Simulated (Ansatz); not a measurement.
Molecule: CH$_{3}$BBrO, net charge 0, doublet state. It need not be the lowest isomer of its formula. 
Coordinates optimised at B3LYP-D3(BJ)/def2-TZVP (Ansatz, a first-principles code):
```xyz
7

C     -2.1665    -0.5549    -0.8171
O     -1.2953    -1.3569     0.0025
B     -0.1003    -1.0634     0.4593
Br     0.8864     0.5890     0.1609
H     -2.3630    -1.1088    -1.7326
H     -3.0946    -0.4076    -0.2689
H     -1.7036     0.4039    -1.0450
```
Charge 0, spin multiplicity 2.

Quantity: atomisation energy (electronic, to ground-state atoms), in kcal/mol. Valence correlation only, unless marked. UHF or UKS for open shells. No spin-orbit coupling. The frozen core is the preceding noble-gas configuration, with the filled d and f shells of earlier blocks. No relativistic terms. The coupled-cluster limit lacks core correlation, which all-electron functionals hold. Basis-set limits of correlation are two-point, X^-3; Hartree-Fock from the larger set.

```csv
level,program,atomisation energy (kcal/mol)
HF/cc-pVTZ,Ansatz,448.6
BHLYP-D3(BJ)/def2-TZVPD,Ansatz + dftd3,589.5
HSE06/def2-TZVPD,Ansatz,613.7
MP2/cc-pVDZ,Ansatz,575.2
```

### Question
What does CCSD(T)/CBS(cc-pVTZ,cc-pVQZ) (Ansatz) give?

### Answer
606.5 kcal/mol, so MP2/cc-pVDZ differs from it by -31.3 kcal/mol.
